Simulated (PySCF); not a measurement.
Choosing a molecule for a target property.

All species are isolated and taken at one optimised geometry, non-relativistic unless stated. Electronic properties by PySCF.

The conformers computed, where there is a choice (atom-mapped SMILES and torsion angles):
- `[CH3:1][CH2:2][O:3][CH2:4][c:5]1[cH:6][n:7][o:8][c:9]1[SiH3:10]`: C1–C2–O3–C4 179°, C2–O3–C4–C5 172°, O3–C4–C5–C6 163°
- `[F:1][CH:2]([F:3])[C@H:4]1[O:5][CH2:6][c:7]2[cH:8][cH:9][cH:10][cH:11][c:12]21`: F1–C2–C4–O5 -76°
- `[CH3:1][CH2:2][CH2:3][PH2+:4][CH2:5][CH3:6]`: C1–C2–C3–P4 -55°, C2–C3–P4–C5 -163°, C3–P4–C5–C6 -179°
- `[F:1][C:2]([F:3])([F:4])/[P:5]=[P:6]\[c:7]1[cH:8][cH:9][cH:10][n:11][cH:12]1`: F1–C2–P5–P6 179°, P5–P6–C7–C8 -92°
- `[CH3:1][O:2][C:3](=[O:4])[c:5]1[p:6][cH:7][p:8][cH:9][p:10]1`: C1–O2–C3–O4 -1°, O2–C3–C5–P6 -1°
- `[CH:1]#[C:2]/[CH:3]=[CH:4]\[C:5](=[S:6])[CH2:7][CH2:8][NH:9][CH3:10]`: C3–C4–C5–S6 9°, C4–C5–C7–C8 -82°, C5–C7–C8–N9 -174°, C7–C8–N9–C10 -65°

**Question.** Wanted: smallest rotational constant below 0.6 GHz (GFN2-xTB) and HOMO energy above -7.4 eV (PBE0/pcSseg-1), at GFN2-xTB geometries. Which candidate meets both?
A. `CC1=C(F)C(=O)C(=O)C=C1`
B. `FC(F)[C@H]1OCc2ccccc21`
C. `CCC[PH2+]CC`
D. `C1=NN=CO1`
E. `CCOCc1cnoc1[SiH3]`

**Answer.** E. Computed values:
```
               species  smallest rotational constant  HOMO energy
     CCOCc1cnoc1[SiH3]                     0.563 GHz     -7.33 eV
FC(F)[C@H]1OCc2ccccc21                     0.640 GHz     -7.14 eV
CC1=C(F)C(=O)C(=O)C=C1                     0.801 GHz     -7.57 eV
           CCC[PH2+]CC                     1.082 GHz    -13.78 eV
             C1=NN=CO1                     5.277 GHz     -8.17 eV
```

**Question.** Wanted: dipole moment above 4 D (PBE0/pcSseg-1) and HOMO–LUMO gap above 6 eV (PBE0/pcSseg-1), at GFN2-xTB geometries. Which candidate meets both?
A. `CC1=C(F)C(=O)C(=O)C=C1`
B. `FC(F)(F)/P=P\c1cccnc1`
C. `c1nnco1`
D. `FC(F)[C@H]1OCc2ccccc21`
E. `COC(=O)C1=PC=PC=P1`
F. `C#C/C=C\C(=S)CCNC`
G. `[SiH3]c1c(COCC)cno1`

**Answer.** G. Computed values:
```csv
species,dipole moment,HOMO–LUMO gap
FC(F)[C@H]1OCc2ccccc21,1.63 D,6.59 eV
COC(=O)C1=PC=PC=P1,1.79 D,4.52 eV
FC(F)(F)/P=P\c1cccnc1,2.17 D,4.00 eV
C#C/C=C\C(=S)CCNC,2.39 D,3.08 eV
c1nnco1,3.25 D,7.51 eV
[SiH3]c1c(COCC)cno1,4.98 D,6.75 eV
CC1=C(F)C(=O)C(=O)C=C1,6.13 D,3.70 eV
```
